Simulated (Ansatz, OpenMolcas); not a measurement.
## From OpenMolcas to Ansatz

OpenMolcas 26.06 runs this on CH7NSn (SMILES C[NH][SnH3]):

coord.xyz:
```
10

C     -0.898400     0.758000    -0.879200
N     -0.343000    -0.532900    -0.516500
Sn     0.897300    -0.629400     1.085100
H     -1.664200     0.637600    -1.652700
H     -1.396800     1.201100    -0.011700
H     -0.168200     1.494600    -1.247500
H      0.037300    -1.004000    -1.326200
H      1.451700    -2.239000     1.169900
H     -0.052600    -0.195500     2.433700
H      2.220200     0.458400     0.948000
```

mol.input:
```
* CH7NSn Kohn-Sham DFT

&GATEWAY
 BasLib=$CurrDir
 Coord=coord.xyz
 Basis=def2-SVP
 Group=NoSym

&SEWARD
 GridInput
 Grid=UltraFine
 End of Grid

&SCF
 KSDFT=revPBE
 Thresholds=1e-10 1e-07 1e-07 1e-05
 PrOrbitals=1 2

&ALASKA
```

```bash
$ export MOLCAS_MEM=1860
$ pymolcas mol.input > mol.log
```

(Basis files named in the input come from the Basis Set Exchange and aren't shown.)

The shape is that of a PBE0-D4/def2-TZVP optimisation.

It gives a total energy of -311.260663 Eh.

Translate the job to Ansatz 0.2.0 as an input file of the program's own, asking for the energy.

For example:

input.yaml:
```yaml
crystal:
  periodic: [false, false, false]
  atoms:
    - {symbol: C, position_ang: [-0.898400, 0.758000, -0.879200]}
    - {symbol: N, position_ang: [-0.343000, -0.532900, -0.516500]}
    - {symbol: Sn, position_ang: [0.897300, -0.629400, 1.085100]}
    - {symbol: H, position_ang: [-1.664200, 0.637600, -1.652700]}
    - {symbol: H, position_ang: [-1.396800, 1.201100, -0.011700]}
    - {symbol: H, position_ang: [-0.168200, 1.494600, -1.247500]}
    - {symbol: H, position_ang: [0.037300, -1.004000, -1.326200]}
    - {symbol: H, position_ang: [1.451700, -2.239000, 1.169900]}
    - {symbol: H, position_ang: [-0.052600, -0.195500, 2.433700]}
    - {symbol: H, position_ang: [2.220200, 0.458400, 0.948000]}
basis:
  gaussian:
    orbitals: def2-SVP
hamiltonian:
  xc: {name: revPBE}
accuracy: high
output:
  orbitals: {seedname: orbitals}
```

```bash
$ ansatz run input.yaml --threads 1 --pin off --max-ram 3480MiB --events-out events.jsonl --progress --plain --runs-dir runs
```

Its energy is -311.260660 Eh, 0.003 mEh from the first.
